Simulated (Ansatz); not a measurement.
Input (CCSDT(Q)/def2-TZVPP; Ansatz, an electronic-structure program):

Ansatz 0.2 input:
```yaml
crystal:
  periodic: [false, false, false]
  atoms:
    - {symbol: Be, position_ang: [-0.16418292, 0.80939440, -0.49105235]}
    - {symbol: F, position_ang: [0.93586845, -0.24093182, -0.29224013]}
    - {symbol: F, position_ang: [-0.86289826, -0.11879902, 0.51048562]}
basis:
  gaussian:
    orbitals: def2-TZVPP
magnetization: {spin_polarized: true, initial_magnetization: 2}
correlation: {method: ccsdt_q, electrons: outside_noble_gas}
```

Output:

```
Functional definition: HF
integrals: 0.15 GiB planned
1062 factors; integrals over basis functions are off by at most 1.7e-7 eV
mean field: 0.20 GiB planned
mean field evaluation 1: about -5808.7559 eV, gradient 1.5e1 eV
mean field evaluation 2: about -5808.7639 eV, gradient 1.5e1 eV
mean field evaluation 4: about -5810.2267 eV, gradient 2.4e0 eV
mean field evaluation 8: about -5810.2906 eV, gradient 4.9e-4 eV
mean field evaluation 16: about -5810.2906 eV, gradient 1.5e-3 eV
mean field evaluation 32: about -5810.4206 eV, gradient 1.4e-4 eV
mean field evaluation 64: about -5810.2906 eV, gradient 1.6e-6 eV
mean field evaluation 96: about -5809.4806 eV, gradient 3.5e-1 eV
mean field evaluation 128: about -5810.4206 eV, gradient 2.7e-2 eV
mean field evaluation 160: about -5805.7919 eV, gradient 1.4e-3 eV
mean field evaluation 192: about -5808.4485 eV, gradient 1.6e-1 eV
mean field evaluation 224: about -5808.7017 eV, gradient 2.5e0 eV
mean field evaluation 256: about -5806.8196 eV, gradient 1.4e-2 eV
mean field evaluation 288: about -5807.5399 eV, gradient 1.6e-1 eV
mean field -5810.42056852 eV, -213.5290174486 hartree, gradient 2.0e-6 eV, S^2 2.012815; 13 other end points of the search recorded, 0 dependent functions left out
determinant -5810.42056852 eV, -213.5290174486 hartree, with singles and doubles -5824.45120381 eV, -214.0446337854 hartree
determinant -5810.29061334 eV, -213.5242416837 hartree, with singles and doubles -5824.57863920 eV, -214.0493169495 hartree
determinant -5809.48339560 eV, -213.4945769790 hartree, with singles and doubles -5822.98354618 eV, -213.9906983620 hartree
determinant -5808.79449379 eV, -213.4692603044 hartree, with singles and doubles -5823.20333257 eV, -213.9987753629 hartree
determinant -5808.44617616 eV, -213.4564598675 hartree, with singles and doubles -5821.93195419 eV, -213.9520530692 hartree
determinant -5807.54018866 eV, -213.4231654412 hartree, with singles and doubles -5822.02767125 eV, -213.9555706063 hartree
determinant -5810.42056852 eV, -213.5290174486 hartree, with singles and doubles -5824.53280340 eV, -214.0476325148 hartree
determinant -5810.29061334 eV, -213.5242416837 hartree, with singles and doubles -5824.62942963 eV, -214.0511834634 hartree
determinant -5810.42056852 eV, -213.5290174486 hartree, with singles and doubles -5824.57885040 eV, -214.0493247108 hartree
determinant -5810.29061334 eV, -213.5242416837 hartree, with singles and doubles -5824.63083181 eV, -214.0512349925 hartree
3 core orbitals not correlated
reference -5810.29061334 eV, -213.5242416837 hartree; 9, 7 occupied and 69, 71 virtual orbitals, 1062 factors
second order -14.08634915 eV of doubles, -0.00000000 eV of singles
coupled cluster: 5.28 GiB planned
coupled cluster: 6.91 GiB planned
cycle   1  -13.85454953 eV  change   -8.9e-1 eV  update   7.4e-2
cycle   2  -14.55068357 eV  change   -7.0e-1 eV  update   3.7e-2
cycle   3  -14.82826366 eV  change   -2.8e-1 eV  update   2.1e-2
cycle   4  -14.76749201 eV  change    6.1e-2 eV  update   9.3e-3
cycle   5  -14.77921851 eV  change   -1.2e-2 eV  update   5.1e-3
cycle   6  -14.79899442 eV  change   -2.0e-2 eV  update   2.9e-3
cycle   7  -14.79632451 eV  change    2.7e-3 eV  update   1.7e-3
cycle   8  -14.79665843 eV  change   -3.3e-4 eV  update   1.3e-3
cycle   9  -14.79807374 eV  change   -1.4e-3 eV  update   9.1e-4
cycle  10  -14.79685354 eV  change    1.2e-3 eV  update   5.7e-4
cycle  11  -14.79840711 eV  change   -1.6e-3 eV  update   3.3e-4
cycle  12  -14.79768191 eV  change    7.3e-4 eV  update   1.9e-4
cycle  13  -14.79795686 eV  change   -2.7e-4 eV  update   9.3e-5
cycle  14  -14.79778844 eV  change    1.7e-4 eV  update   5.1e-5
cycle  15  -14.79772407 eV  change    6.4e-5 eV  update   2.5e-5
cycle  16  -14.79773454 eV  change   -1.0e-5 eV  update   1.4e-5
cycle  17  -14.79773298 eV  change    1.6e-6 eV  update   8.0e-6
cycle  18  -14.79773761 eV  change   -4.6e-6 eV  update   4.8e-6
cycle  19  -14.79773125 eV  change    6.4e-6 eV  update   3.0e-6
cycle  20  -14.79772779 eV  change    3.5e-6 eV  update   2.0e-6
cycle  21  -14.79772844 eV  change   -6.5e-7 eV  update   1.4e-6
cycle  22  -14.79772808 eV  change    3.6e-7 eV  update   9.4e-7
cycle  23  -14.79772789 eV  change    2.0e-7 eV  update   6.6e-7
perturbative correction -0.03932762 eV, -0.0014452635 hartree
WARN: these amplitudes may be one of several solutions (largest doubles amplitude 0.08, level shift 5.96 eV)
Total energy: -5825.12766885 eV, -214.0694934167 hartree
```

The determinant is spin-contaminated: <S^2> is 2.03, 0.03 over the pure value. The run finds its determinant to be a saddle point of the SCF energy.

This triplet is an excited state, 7.2 eV above the singlet at CCSD(T)/def2-QZVPP (Ansatz).

The run carries these doubts: other roots.
